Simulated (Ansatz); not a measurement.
Harmonic frequencies (cm⁻¹) at PBE0-D4/def2-TZVP from Ansatz: 68, 121, 183, 194, 391, 606, 656, 819, 820, 908, 1046, 1335, 1468, 2739, 2969.

(1) Which molecule is it?
A. `F[CH]1[BH][Al]1[F]`
B. `[CH2]1[S][GeH2]1`
C. `FB1C=CO1`
D. `BC#CF`

## Answers

(1) A.
